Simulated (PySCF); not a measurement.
C2H5ClOSi. Atoms are numbered in the order given.

```xyz
10

C      0.6051     3.1111     0.0000
C     -0.2404     2.0802     0.0000
O      0.1829     0.7851     0.0000
Si    -0.7524    -0.5951     0.0000
Cl     0.5579    -2.1825     0.0000
H      1.6856     2.9522     0.0000
H      0.2172     4.1304     0.0000
H     -1.3287     2.2321     0.0000
H     -1.5881    -0.6551     1.2259
H     -1.5881    -0.6551    -1.2259
```
Charge 0, spin multiplicity 1.

Geometry optimised at B3LYP-D3(BJ)/def2-SVP. The geometry has at least one imaginary mode, so it is a saddle point at that level. This is a generated structure with no PubChem entry under its InChIKey; it may be hypothetical. Other conformers were not sampled.

All values below come from PySCF 2.14.0 with TDDFT-CAM-B3LYP/def2-SVPD.

Vertical excitations. Gas-phase values at a fixed geometry. State labels are in the subgroup Cs.

Computed UV-visible absorptions:
| state | symmetry | energy (eV) | λ (nm) | f | main pairs |
|---|---|---|---|---|---|
| S1 | A" | 6.31 | 196 | 0.007 | HOMO→LUMO 84 % |
| S2 | A" | 6.79 | 183 | 0.009 | HOMO→LUMO+1 75 % |
| S3 | A' | 6.94 | 179 | 0.486 | HOMO→LUMO+2 97 % |
| S4 | A" | 7.31 | 170 | 0.031 | HOMO→LUMO+4 40 %, HOMO→LUMO+3 39 %, HOMO→LUMO+5 9 % |
| S5 | A" | 7.59 | 163 | 0.004 | HOMO→LUMO+4 46 %, HOMO→LUMO+3 39 %, HOMO→LUMO+1 9 % |
| S6 | A" | 7.73 | 160 | 0.018 | HOMO−1→LUMO 73 % |
| S7 | A" | 7.95 | 156 | 0.003 | HOMO→LUMO+7 41 %, HOMO→LUMO+5 26 %, HOMO−1→LUMO 13 %, HOMO→LUMO+8 6 % |
| S8 | A" | 8.22 | 151 | 0.000 | HOMO−1→LUMO+1 52 %, HOMO−1→LUMO+3 25 % |
| S9 | A" | 8.31 | 149 | 0.000 | HOMO−3→LUMO+2 84 % |
| S10 | A' | 8.33 | 149 | 0.029 | HOMO−2→LUMO 79 % |
| T1 | A' | 4.17 | 297 | 0 | HOMO→LUMO+2 90 % |
| T2 | A" | 6.21 | 200 | 0 | HOMO→LUMO 77 % |
| T3 | A" | 6.62 | 187 | 0 | HOMO→LUMO+1 64 %, HOMO→LUMO 13 %, HOMO→LUMO+3 11 % |
| T4 | A" | 7.14 | 174 | 0 | HOMO→LUMO+4 38 %, HOMO→LUMO+3 29 %, HOMO→LUMO+5 9 %, HOMO−1→LUMO 8 % |
Triplets are in the Tamm–Dancoff approximation, which puts them higher than full response would, so one can lie above its singlet here.
